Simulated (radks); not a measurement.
Results of a calculation; reference values are marked as such.
These are the eigenvalues of the occupied orbitals of an atom or ion with whole-number occupations (Ry). Level of theory: Dirac Kohn-Sham, AM05, spin-unpolarised, spherical densities, finite nucleus; Fermi nuclear charge, rms radius of each element as measured or else 0.836 A^(1/3) + 0.57 fm (a radial shooting solver on a logarithmic mesh with Libxc functionals).

orbital  eigenvalue
1s1/2     -544.2962
2s1/2     -89.66922
2p1/2     -81.71146
2p3/2     -80.77187
3s1/2     -30.84207
4s1/2     -15.24245

Which element is it, and in what charge state? The configuration may be excited. Open shells, if any, fill j = l - 1/2 first.

Answer. Z = 26, iron, charge +13: Fe13+ in [Ne] 3s2 4s1. The list shows which subshells hold electrons but not how many an open one holds; the 1s level, -272.15 hartree, gives Z - s = 23.3 by -(Z - s)^2/2, which with screening and relativity narrows Z to a few neighbours, and the depths of the outer levels then fix element, charge and occupations together.
